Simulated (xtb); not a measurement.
Input for xtb: GFN1-xTB on GaTe, 2S+1 = 2, a spin state set in the input, which need not be the lowest, a point of a bond scan (R = 2.411 Å).

```
$ xtb mol.xyz --gfn 1 --sp --chrg 0 --uhf 1
2

Ga     0.00000000     0.00000000     0.00000000
Te     0.00000000     0.00000000     2.41097000
```

The log:

```
[...]
           -------------------------------------------------
          |                Calculation Setup                |
           -------------------------------------------------



           -------------------------------------------------
          |                 G F N 1 - x T B                 |
           -------------------------------------------------

        Reference                      10.1021/acs.jctc.7b00118
      * Hamiltonian:
        H0-scaling (s, p, d)           1.850000    2.250000    2.000000
        zeta-weighting                 0.000000
      * Dispersion:
        s8                             2.400000
        a1                             0.630000
        a2                             5.000000
        s9                             0.000000
      * Repulsion:
        kExp                           1.500000
        rExp                           1.000000
      * Coulomb:
        alpha                          2.000000
        third order                    atomic
        anisotropic                    false
      * Halogen bond correction:
        rad-scale                      1.300000
        damping                        0.440000


          ...................................................
          :                      SETUP                      :
          :.................................................:
          :  # basis functions                  20          :
          :  # atomic orbitals                  18          :
          :  # shells                            6          :
          :  # electrons                         9          :
          :  # halogen bonds                     0          :
          :  max. iterations                   250          :
          :  Hamiltonian                  GFN1-xTB          :
          :  restarted?                      false          :
          :  GBSA solvation                  false          :
          :  PC potential                    false          :
          :  electronic temp.          300.0000000     K    :
          :  accuracy                    1.0000000          :
          :  -> integral cutoff          0.2500000E+02      :
          :  -> integral neglect         0.1000000E-07      :
          :  -> SCF convergence          0.1000000E-05 Eh   :
          :  -> wf. convergence          0.2000000E-04 e    :
          :  Broyden damping             0.4000000          :
          :  net charge                          0          :
          :  unpaired electrons                  1          :
          ...................................................

 iter      E             dE          RMSdq      gap      omega  full diag
   1     -5.1010618 -0.510106E+01  0.359E+00    4.21       0.0  T
   2     -5.1041632 -0.310139E-02  0.232E+00    4.48       1.0  T
   3     -5.1042524 -0.892104E-04  0.898E-01    4.38       1.0  T
   4     -5.1043523 -0.999284E-04  0.114E-02    4.42       6.2  T
   5     -5.1043524 -0.373151E-07  0.658E-03    4.42      10.8  T
   6     -5.1043524 -0.238821E-09  0.449E-05    4.42    1574.2  T
   7     -5.1043524 -0.133937E-11  0.154E-06    4.42   45882.0  T

   *** convergence criteria satisfied after 7 iterations ***

         #    Occupation            Energy/Eh            Energy/eV
      -------------------------------------------------------------
         1        2.0000           -1.0692273             -29.0952
         2        2.0000           -0.4929839             -13.4148
         3        2.0000           -0.3519836              -9.5780
         4        2.0000           -0.3519836              -9.5780
         5        1.0000           -0.3245685              -8.8320 (HOMO)
         6                         -0.1621645              -4.4127 (LUMO)
         7                         -0.1621645              -4.4127
         8                         -0.0794517              -2.1620
         9                         -0.0794517              -2.1620
        10                         -0.0274856              -0.7479
       ...                                ...                  ...
        18                          0.9276069              25.2415
      -------------------------------------------------------------
                  HL-Gap            0.1624040 Eh            4.4192 eV
             Fermi-level           -0.2906567 Eh           -7.9092 eV

 SCC (total)                   0 d,  0 h,  0 min,  0.003 sec
 SCC setup                      ...        0 min,  0.000 sec (  5.374%)
 Dispersion                     ...        0 min,  0.000 sec (  1.646%)
 classical contributions        ...        0 min,  0.000 sec (  1.131%)
 integral evaluation            ...        0 min,  0.001 sec ( 24.945%)
 iterations                     ...        0 min,  0.001 sec ( 38.773%)
 molecular gradient             ...        0 min,  0.001 sec ( 22.927%)
 printout                       ...        0 min,  0.000 sec (  4.808%)

         :::::::::::::::::::::::::::::::::::::::::::::::::::::
         ::                     SUMMARY                     ::
         :::::::::::::::::::::::::::::::::::::::::::::::::::::
         :: total energy              -5.085420416371 Eh    ::
         :: gradient norm              0.039918086156 Eh/a0 ::
         :: HOMO-LUMO gap              4.419236887784 eV    ::
         ::.................................................::
         :: SCC energy                -5.104352366172 Eh    ::
         :: -> electrostatic           0.002775001806 Eh    ::
         :: repulsion energy           0.019447906733 Eh    ::
         :: dispersion energy         -0.000515956932 Eh    ::
         :: halogen bond corr.         0.000000000000 Eh    ::
         :: add. restraining           0.000000000000 Eh    ::
         :: total charge               0.000000000001 e     ::
         :::::::::::::::::::::::::::::::::::::::::::::::::::::

           -------------------------------------------------
          |                Property Printout                |
           -------------------------------------------------

    * Orbital Energies and Occupations

         #    Occupation            Energy/Eh            Energy/eV
      -------------------------------------------------------------
         1        2.0000           -1.0692273             -29.0952
         2        2.0000           -0.4929839             -13.4148
         3        2.0000           -0.3519836              -9.5780
         4        2.0000           -0.3519836              -9.5780
         5        1.0000           -0.3245685              -8.8320 (HOMO)
         6                         -0.1621645              -4.4127 (LUMO)
         7                         -0.1621645              -4.4127
         8                         -0.0794517              -2.1620
         9                         -0.0794517              -2.1620
        10                         -0.0274856              -0.7479
        11                          0.0126656               0.3446
        12                          0.0126656               0.3446
        13                          0.0339775               0.9246
        14                          0.0339775               0.9246
        15                          0.1321760               3.5967
        16                          0.1631084               4.4384
       ...                                ...                  ...
        18                          0.9276069              25.2415
      -------------------------------------------------------------
                  HL-Gap            0.1624040 Eh            4.4192 eV
             Fermi-level           -0.2906567 Eh           -7.9092 eV

  Mulliken/CM5 charges         n(s)   n(p)   n(d)
     1Ga    0.14927  0.11239   1.783  0.672  0.395
     2Te   -0.14927 -0.11239   1.946  4.202  0.001
Note: The following floating-point exceptions are signalling: IEEE_UNDERFLOW_FLAG IEEE_DENORMAL
normal termination of xtb

Wiberg/Mayer (AO) data.
largest (>0.10) Wiberg bond orders for each atom

 ---------------------------------------------------------------------------
     #   Z sym  total        # sym  WBO       # sym  WBO       # sym  WBO
 ---------------------------------------------------------------------------
     1  31 Ga   1.920 --     2 Te   1.920
     2  52 Te   1.920 --     1 Ga   1.920
 ---------------------------------------------------------------------------

Topologies differ in total number of bonds
Writing topology from bond orders to xtbtopo.mol

 dipole moment from electron density (au)
     X       Y       Z
  -0.0000   0.0000  -2.3355  total (Debye):    5.936


           -------------------------------------------------
          | TOTAL ENERGY               -5.085420416371 Eh   |
          | GRADIENT NORM               0.039918086156 Eh/α |
          | HOMO-LUMO GAP               4.419236887784 eV   |
           -------------------------------------------------

------------------------------------------------------------------------
------------------------------------------------------------------------
 total:
 SCF:
```

The run finished.

Cost: very roughly 0.04 core-seconds.
